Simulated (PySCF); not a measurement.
## Dipole moment and polarisability of B(CN)3

B(CN)3, C₃BN₃.
Geometry (PBE0-D3(BJ)/def2-SVP, Å), atoms numbered from 1 in this order:
```xyz
7
C3BN3 angstrom
B      0.0116   -0.0134   -0.0105
C      1.5405   -0.0041   -0.0127
N      2.7013    0.0029   -0.0153
C     -0.7616    1.3052   -0.0275
N     -1.3484    2.3067   -0.0420
C     -0.7406   -1.3442    0.0111
N     -1.3110   -2.3551    0.0285
```

Level: CAM-B3LYP/def2-SVPD (PySCF), static field, nuclei fixed, core orbitals frozen in the response. The polarisability tensor in these axes (au):

```
x   71.67 -0.04 -0.07
y   -0.04 71.75 -0.53
z   -0.07 -0.53 36.78
```

Give the principal values, the mean and the anisotropy Δα = √{½[(α1 − α2)² + (α2 − α3)² + (α1 − α3)²]}.

Principal values 36.78, 71.65 and 71.77 au; mean 60.07 au = 8.90 Å³ = 9.90 × 10⁻⁴⁰ C²·m²/J; Δα = 34.94 au (58 % of the mean).

What is the dipole moment?

0.01 D; point group D3h allows none, and the residue is numerical.

Rayleigh depolarisation ratio (linearly polarised light, static tensor)?

ρ = 3Δα²/(45ᾱ² + 4Δα²) = 3662.0/(162368 + 4882.7) = 0.0219.

What are the principal values of the traceless quadrupole moment, Θ = ½Σq(3rr − r²1), about the centre of nuclear charge?

-6.78, -6.71, 13.50 D·Å. The electronic extent ⟨r²⟩ about the same centre is 794 bohr², a root-mean-square distance of 2.25 Å for the 44 electrons.

Refractivity n − 1 of an ideal gas of it at 400 K and 1 atm, from the electronic α?

N = p/kT = 1.8347 × 10¹⁹ cm⁻³, so n − 1 = 2π × N × 8.90 × 10⁻²⁴ cm³ = 1026 × 10⁻⁶ at long wavelengths, for an ideal gas.

In TDDFT the mean static polarisability is Σ f/ω² over all singlet excitations (ω in hartree). How much of it do the 10 lowest give? Their energies (eV) and oscillator strengths: 4.41, 0.0000; 4.62, 0.0000; 4.62, 0.0000; 5.42, 0.1558; 5.42, 0.1565; 5.85, 0.0000; 5.86, 0.0000; 6.03, 0.0116; 6.40, 0.0000; 7.67, 0.0000.

They add up to 8.10 au, 13.5 % of the 60.07 au; the largest single term is 3.94 au, from the state at 5.42 eV. Terms in order: 0.00, 0.00, 0.00, 3.93, 3.94, 0.00, 0.00, 0.24, 0.00, 0.00 au. Higher excitations give the rest. The strengths listed sum to 0.324.

What molar refraction does this α imply?

Lorentz–Lorenz: R = (4π/3)N_A α = 2.5225 cm³/(mol·Å³) × 8.90 Å³ = 22.5 cm³/mol, in the limit of long wavelengths.

Isolated species at its PBE0-D3(BJ)/def2-SVP geometry, gas phase.
